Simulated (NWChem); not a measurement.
System: GeAsH5; SMILES [AsH2][GeH3]

Parts of the log:

```
             Northwest Computational Chemistry Package (NWChem) 7.3.0
             --------------------------------------------------------

 CS  symmetry detected

                             Geometry "geometry" -> ""
                             -------------------------

 Output coordinates in angstroms (scale by  1.889725989 to convert to a.u.)

  No.       Tag          Charge          X              Y              Z
 ---- ---------------- ---------- -------------- -------------- --------------
    1 Ge                  32.0000    -0.01449090     1.19420869     0.00000000
    2 As                  33.0000    -0.04376412    -1.23462915     0.00000000
    3 H                    1.0000    -0.76342965     1.68580970    -1.25220322
    4 H                    1.0000    -0.76342965     1.68580970     1.25220322
    5 H                    1.0000     1.40978946     1.77906079     0.00000000
    6 H                    1.0000     1.01249716    -1.31129818    -1.09855706
    7 H                    1.0000     1.01249716    -1.31129818     1.09855706

 Effective nuclear repulsion energy (a.u.)     315.2180923384

      Symmetry information
      --------------------

 Group name             Cs
 Group number              2
 Group order               2
 No. of unique centers     5

                                 NWChem DFT Module
                                 -----------------

 Summary of "ao basis" -> "ao basis" (spherical)
 ------------------------------------------------------------------------------
       Tag                 Description            Shells   Functions and Types
 ---------------- ------------------------------  ------  ---------------------
 Ge                         def2-svp                12       32   5s4p3d
 As                         def2-svp                12       32   5s4p3d
 H                          def2-svp                 3        5   2s1p

      Symmetry analysis of basis
      --------------------------

        a'         58
        a"         31

            General Information
            -------------------
          SCF calculation type: DFT
          Wavefunction type:  closed shell.
          No. of atoms     :     7
          No. of electrons :    70
           Alpha electrons :    35
            Beta electrons :    35
          Charge           :     0
          Spin multiplicity:     1
          Use of symmetry is: on ; symmetry adaption is: on
          Maximum number of iterations: 150
          AO basis - number of functions:    89
                     number of shells:    39
          Convergence on energy requested:  1.00D-06
          Convergence on density requested:  1.00D-05
          Convergence on gradient requested:  5.00D-04

              XC Information
              --------------
                         B3LYP Method XC Potential
                     Hartree-Fock (Exact) Exchange  0.200
                        Slater Exchange Functional  0.800 local
                    Becke 1988 Exchange Functional  0.720 non-local
              Lee-Yang-Parr Correlation Functional  0.810
                  VWN I RPA Correlation Functional  0.190 local

             Grid Information
             ----------------
          Grid used for XC integration:  medium
          Radial quadrature: Mura-Knowles
          Angular quadrature: Lebedev.
          Tag              B.-S. Rad. Rad. Pts. Rad. Cut. Ang. Pts.
          ---              ---------- --------- --------- ---------
          Ge                  1.25      112           9.0       590
          As                  1.15      112          10.0       590
          H                   0.35       45          11.0       434
          Grid pruning is: on
          Number of quadrature shells:   359
          Spatial weights used:  Erf1

      Superposition of Atomic Density Guess
      -------------------------------------

 Sum of atomic energies:       -4311.39951217

      Non-variational initial energy
      ------------------------------

 Total energy =   -4311.980230
 1-e energy   =   -6640.379149
 2-e energy   =    2013.180826
 HOMO         =      -0.283782
 LUMO         =       0.064558

      Symmetry analysis of molecular orbitals - initial
      -------------------------------------------------

  Numbering of irreducible representations:

     1 a'          2 a"

  Orbital symmetries:

     1 a'          2 a'          3 a'          4 a'          5 a"
     6 a'          7 a'          8 a'          9 a"         10 a'
    11 a'         12 a'         13 a"         14 a'         15 a'
    16 a'         17 a"         18 a'         19 a"         20 a'
    21 a'         22 a"         23 a'         24 a'         25 a"
    26 a'         27 a"         28 a'         29 a'         30 a'
    31 a"         32 a'         33 a"         34 a'         35 a'
    36 a'         37 a"         38 a'         39 a"         40 a'
    41 a'         42 a'         43 a'         44 a"         45 a'

   convergence    iter        energy       DeltaE   RMS-Dens  Diis-err
 ---------------- ----- ----------------- --------- --------- ---------
 d= 0,ls=0.0,diis     1  -4315.4039846053 -4.63D+03  7.40D-03  2.36D-01
 d= 0,ls=0.0,diis     2  -4315.4268103584 -2.28D-02  2.50D-03  5.89D-02
 d= 0,ls=0.0,diis     3  -4315.4318546453 -5.04D-03  1.10D-03  5.21D-03
 d= 0,ls=0.0,diis     4  -4315.4323677066 -5.13D-04  3.58D-04  1.14D-03
 d= 0,ls=0.0,diis     5  -4315.4324830835 -1.15D-04  4.26D-05  1.95D-05
  Resetting Diis
 d= 0,ls=0.0,diis     6  -4315.4324847479 -1.66D-06  1.39D-05  5.56D-07
 d= 0,ls=0.0,diis     7  -4315.4324848390 -9.11D-08  5.29D-06  5.01D-08

         Total DFT energy =    -4315.432484839033
      One electron energy =    -6640.660354406206
           Coulomb energy =     2174.044965100213
    Exchange-Corr. energy =     -164.035187871390
 Nuclear repulsion energy =      315.218092338350

 Numeric. integr. density =       70.000043750376

                  Occupations of the irreducible representations
                  ----------------------------------------------

                     irrep           alpha         beta
                     --------     --------     --------
                     a'               25.0         25.0
                     a"               10.0         10.0

                       DFT Final Molecular Orbital Analysis
                       ------------------------------------

 Vector   33  Occ=2.000000D+00  E=-3.390804D-01  Symmetry=a"
              MO Center= -2.8D-01,  9.5D-01, -3.9D-14, r^2= 3.8D+00
   Bfn.  Coefficient  Atom+Function         Bfn.  Coefficient  Atom+Function
  ----- ------------  ---------------      ----- ------------  ---------------
    65     -0.297191  3 H  s                 70      0.297191  4 H  s
    14      0.291867  1 Ge pz                11     -0.174418  1 Ge pz
    66     -0.174483  3 H  s                 71      0.174483  4 H  s
    17      0.163528  1 Ge pz                80      0.159663  6 H  s
    85     -0.159663  7 H  s                 46     -0.157578  2 As pz

 Vector   34  Occ=2.000000D+00  E=-3.141005D-01  Symmetry=a'
              MO Center= -5.7D-03, -1.3D-01,  6.9D-15, r^2= 3.7D+00
   Bfn.  Coefficient  Atom+Function         Bfn.  Coefficient  Atom+Function
  ----- ------------  ---------------      ----- ------------  ---------------
    44      0.254562  2 As px                13      0.219937  1 Ge py
    45     -0.212821  2 As py                47      0.194653  2 As px
    36     -0.186795  2 As s                 80      0.186164  6 H  s
    85      0.186164  7 H  s                 48     -0.176097  2 As py
    65      0.165727  3 H  s                 70      0.165727  4 H  s

 Vector   35  Occ=2.000000D+00  E=-2.656361D-01  Symmetry=a'
              MO Center= -3.9D-02, -8.4D-01,  4.2D-16, r^2= 3.3D+00
   Bfn.  Coefficient  Atom+Function         Bfn.  Coefficient  Atom+Function
  ----- ------------  ---------------      ----- ------------  ---------------
    36      0.307312  2 As s                 45     -0.307256  2 As py
    48     -0.299596  2 As py                37      0.272540  2 As s
    47     -0.248216  2 As px                44     -0.243645  2 As px
    13      0.226253  1 Ge py                35     -0.194120  2 As s
    42      0.186557  2 As py                16      0.173913  1 Ge py

 Vector   36  Occ=0.000000D+00  E=-6.357582D-05  Symmetry=a'
              MO Center=  8.4D-02, -2.4D-02, -6.2D-15, r^2= 5.2D+00
   Bfn.  Coefficient  Atom+Function         Bfn.  Coefficient  Atom+Function
  ----- ------------  ---------------      ----- ------------  ---------------
    48      0.867882  2 As py                16      0.709273  1 Ge py
     4     -0.703287  1 Ge s                  5     -0.503068  1 Ge s
    76      0.349403  5 H  s                  3      0.296260  1 Ge s
    45      0.285760  2 As py                47     -0.242887  2 As px
    13      0.233709  1 Ge py                81      0.197115  6 H  s

 Vector   37  Occ=0.000000D+00  E= 1.572144D-02  Symmetry=a"
              MO Center=  1.7D-01, -1.1D+00,  6.9D-14, r^2= 3.7D+00
   Bfn.  Coefficient  Atom+Function         Bfn.  Coefficient  Atom+Function
  ----- ------------  ---------------      ----- ------------  ---------------
    49      1.045339  2 As pz                81      0.835122  6 H  s
    86     -0.835122  7 H  s                 46      0.287542  2 As pz
    80      0.237969  6 H  s                 85     -0.237969  7 H  s
    17      0.219956  1 Ge pz                66      0.213296  3 H  s
    71     -0.213296  4 H  s                 43     -0.185935  2 As pz

[...]
```

Level: B3LYP/def2-SVP, vertical spin-unrestricted ions. Structure relaxed at the PBE0/def2-SVP level.

Task: Write an input that gives this output.

Result: Several could match; the one computed here: the input that was run:
```
start job
memory heap 200 mb stack 900 mb global 1100 mb
geometry units angstroms noautoz
  Ge    -0.012313    -1.237211    -0.000732
  As    -0.039233     1.191653    -0.003009
  H     -0.664850    -1.728244    -1.305981
  H     -0.854281    -1.727987     1.191251
  H      1.407340    -1.823387     0.107016
  H      1.097344     1.267248    -1.018327
  H      0.930775     1.267432     1.172464
end
basis spherical
  * library def2-svp
end
dft
  xc b3lyp
  iterations 150
  vectors input atomic output neutral.movecs
end
task dft energy
charge 1
dft
  odft
  mult 2
  vectors input atomic output cation.movecs
end
task dft energy
```
